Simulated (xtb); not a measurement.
Sn(OH)3(SH) (H4O3SSn), SMILES [OH][Sn]([SH])([OH])[OH]. All values are semi-empirical tight-binding results from xtb (GFN2-xTB unless named), good for trends rather than for accurate numbers. Geometry optimised at GFN2-xTB. The values are those of a single conformer.

Optimised geometry:

Bond lengths (Å): O1–Sn2 1.932, O1–H6 0.958, Sn2–O3 1.944, Sn2–O4 1.941, Sn2–S5 2.362, O3–H7 0.957, O4–H8 0.958, S5–H9 1.325. Angles (°): Sn2–O1–H6 114.0, O1–Sn2–O3 103.2, O1–Sn2–O4 106.1, O1–Sn2–S5 116.2, O3–Sn2–O4 110.3, O3–Sn2–S5 113.7, O4–Sn2–S5 107.0, Sn2–O3–H7 115.5, Sn2–O4–H8 113.8, Sn2–S5–H9 93.9.
Charge 0, spin multiplicity 1.

For metal compounds this method's bond lengths and energies can be far off.

**Question.** Estimate the properties. (The exact figures need the calculation; the answer reports its results.)

**Answer.** 
```
Item                                           Value
-------------------------------------  -------------
orbital gap                                  2.70 eV
zero-point energy                      27.8 kcal/mol
G − E(el) at 298.15 K (modified RRHO)   5.0 kcal/mol
```

Computed atomic charges and the Wiberg bond orders between heavy atoms:
charges (e) O1 -0.48, Sn2 0.52, O3 -0.49, O4 -0.49, S5 -0.22, H6 0.32, H7 0.32, H8 0.32, H9 0.19. Bond orders O1–Sn2 0.84, Sn2–O3 0.83, Sn2–O4 0.83, Sn2–S5 0.67.
